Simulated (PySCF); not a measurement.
Computed spin Hamiltonian

Compound: C7H8F (doublet state).
Numbering: `[CH2:1]=[C:2]1[CH:3][C@@H:4]([F:5])/[C:6]1=[CH:7]/[CH3:8]` (hydrogens: H9, H10 on C1; H11 on C3; H12 on C4; H13 on C7; H14, H15, H16 on C8)

The calculation used UKS B3LYP, pcH-1 on C F H, non-relativistic, mean-field spin-orbit, GIAO in PySCF. Geometry: GFN2-xTB; no solvent, vibrations or thermal averaging. A GFN2-xTB geometry isn't a minimum of the functional, and hyperfine couplings can be far from their values at a DFT geometry. Stability of the SCF solution: not tested. ⟨S²⟩ is 0.783 where a pure state has 0.75.

- g1, g2, g3: 2.00214, 2.00248, 2.00279
- g_iso: 2.00247
- Form of g: rhombic: the two nearest values differ by 48 % of g3 − g1
- ⟨S²⟩: 0.7826 (exact 0.7500)
- α and β electrons: 30, 29
- Total energy: -371.31165 Eh

Isotropic coupling and dipolar principal values T1 to T3, in 10⁻⁴ cm⁻¹; ρ(0) is the spin density at the nucleus (1 × 10⁻⁴ cm⁻¹ = 2.998 MHz):

| atom | isotope | a_iso | T1 | T2 | T3 | Mulliken spin population | ρ(0) (bohr⁻³) |
| --- | --- | --- | --- | --- | --- | --- | --- |
| C1 | 13C | 16.9 | -16.5 | -16.0 | 32.5 | 0.66 | 0.0450 |
| C2 | 13C | -16.0 | -8.9 | 3.1 | 5.9 | -0.25 | -0.0427 |
| C3 | 13C | 20.9 | -17.9 | -17.2 | 35.2 | 0.67 | 0.0558 |
| C4 | 13C | -6.7 | -0.7 | -0.4 | 1.1 | -0.03 | -0.0179 |
| F5 | 19F | 39.8 | -15.1 | -13.6 | 28.7 | 0.02 | 0.0284 |
| C6 | 13C | 5.0 | -0.9 | -0.5 | 1.4 | 0.05 | 0.0134 |
| C7 | 13C | -2.1 | -3.3 | 1.5 | 1.8 | -0.06 | -0.0056 |
| C8 | 13C | 0.6 | -0.1 | -0.1 | 0.2 | 0.00 | 0.0016 |
| H9 | 1H | -12.9 | -7.0 | -0.5 | 7.5 | -0.03 | -0.0086 |
| H10 | 1H | -13.5 | -8.0 | -0.2 | 8.2 | -0.03 | -0.0090 |
| H11 | 1H | -14.0 | -7.9 | -0.5 | 8.4 | -0.02 | -0.0094 |
| H12 | 1H | 18.5 | -1.4 | -0.5 | 1.8 | 0.02 | 0.0124 |
| H13 | 1H | 1.4 | -0.6 | -0.3 | 1.0 | 0.00 | 0.0009 |
| H14 | 1H | -1.6 | -0.2 | -0.2 | 0.4 | 0.00 | -0.0011 |
| H15 | 1H | -0.1 | -0.6 | -0.5 | 1.1 | 0.00 | 0.0000 |
| H16 | 1H | -1.4 | -0.3 | -0.1 | 0.4 | 0.00 | -0.0009 |

Largest spin populations (Mulliken): C3 (+0.67), C1 (+0.66), C2 (-0.25) and C7 (-0.06). The positive populations add up to 1.43 and the negative ones to -0.43, together 2S = 1. The angles at C3 add up to 360.0°, so it is planar; its axial dipolar tensor and the negative coupling of its proton fit spin in a p orbital normal to that plane.

Under fast tumbling the dipolar parts average out, and these isotropic splittings remain (the largest six): 1 × 19F (F5, I = 1/2, 2 lines) with 4.26 mT, 1 × 1H (H12, I = 1/2, 2 lines) with 1.98 mT, 1 × 1H (H11, I = 1/2, 2 lines) with 1.50 mT, 1 × 1H (H10, I = 1/2, 2 lines) with 1.44 mT, 1 × 1H (H9, I = 1/2, 2 lines) with 1.38 mT and 1 × 1H (H13, I = 1/2, 2 lines) with 0.15 mT.

Nuclei that the bonding pattern makes equivalent are averaged, as if the motion that swaps them (rotation, inversion, ring flip) were fast.

The 13C coupling of C3 (62.7 MHz) shows only in satellite lines or after enrichment, since that isotope makes up about 1.07 % of natural carbon.

The spin density at the nucleus, in bohr⁻³, is negative for C2 (-0.0427), C4 (-0.0179) and H11 (-0.0094), for instance. A restricted open-shell determinant has no negative spin density anywhere; here it arises because α and β orbitals differ (spin polarisation).
